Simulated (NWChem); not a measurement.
Species: Zn

Program: NWChem. Ions are spin-unrestricted doublets at the neutral geometry; other ion states weren't tried. Functional: LC-ωPBE (HJS hole) with def2-SVP; rows give the range parameter ω in 1/bohr.

```csv
range parameter (1/bohr),"vertical ionisation energy, ΔSCF (eV)",−ε(HOMO) (eV),ΔSCF minus −ε(HOMO) (eV)
0.20,8.94,7.89,1.05
0.25,(withheld),(withheld),(withheld)
0.40,8.62,8.54,0.08
0.50,8.50,8.60,-0.10
0.60,8.40,8.61,-0.21
```

### Question
Complete the blanks.

### Answer

- 0.25, vertical ionisation energy, ΔSCF (eV): 8.87
- 0.25, −ε(HOMO) (eV): 8.17
- 0.25, ΔSCF minus −ε(HOMO) (eV): 0.70
